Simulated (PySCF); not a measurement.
**A survey of ¹⁷O NMR shifts**

Theoretical values (PySCF 2.14): coordinates at the GFN2-xTB level, shielding tensors at PBE0/pcSseg-1 (GIAO). Non-relativistic, fast rotation and ring inversion assumed for equivalent nuclei, isolated molecule, one computed conformer.

Shieldings were converted by a linear fit to measured shifts: ¹⁷O: δ = 266.70 − 0.911σ (rms 10.7 ppm, 155 shifts, 12.2 ppm with the 3 outliers that the fit left out vs liquid water, solution or neat liquid). Occasional misses reach two or three times the rms, and more in compound classes unlike the fitted ones.

Task: Give the ¹⁷O shifts of `C=C(C)[Si@H](N)O[SiH3]`, `C=C[C@](CC)(C(=O)Cl)C(F)F`, `C=C(C)[SiH2]N[SiH2]O`, `CO[C@@]12CCC[C@@H]1O2`, `C/C=C\COC(C)=O`, `C=C(C)COC(C)=O`, `CCC[C@H]1COC1=O`.

Result: 
```
                                                 compound                environment  δ (ppm)
                                   C=C(C)[Si@H](N)O[SiH3]      oxygen bonded to 2 Si    -18.4
                                C=C[C@](CC)(C(=O)Cl)C(F)F            carbonyl oxygen    511.5
                                     C=C(C)[SiH2]N[SiH2]O     oxygen bonded to Si, H    -11.9
[CH3:1][O:2][C@@:3]12[CH2:4][CH2:5][CH2:6][C@@H:7]1[O:8]2           O8: ether oxygen     18.1
[CH3:1][O:2][C@@:3]12[CH2:4][CH2:5][CH2:6][C@@H:7]1[O:8]2           O2: ether oxygen      8.3
   [CH3:1]/[CH:2]=[CH:3]\[CH2:4][O:5][C:6]([CH3:7])=[O:8]  O8: ester carbonyl oxygen    358.9
   [CH3:1]/[CH:2]=[CH:3]\[CH2:4][O:5][C:6]([CH3:7])=[O:8]    O5: ester alkoxy oxygen    157.4
   [CH2:1]=[C:2]([CH3:3])[CH2:4][O:5][C:6]([CH3:7])=[O:8]  O8: ester carbonyl oxygen    362.9
   [CH2:1]=[C:2]([CH3:3])[CH2:4][O:5][C:6]([CH3:7])=[O:8]    O5: ester alkoxy oxygen    158.6
    [CH3:1][CH2:2][CH2:3][C@H:4]1[CH2:5][O:6][C:7]1=[O:8]  O8: ester carbonyl oxygen    348.4
    [CH3:1][CH2:2][CH2:3][C@H:4]1[CH2:5][O:6][C:7]1=[O:8]    O6: ester alkoxy oxygen    213.5
```
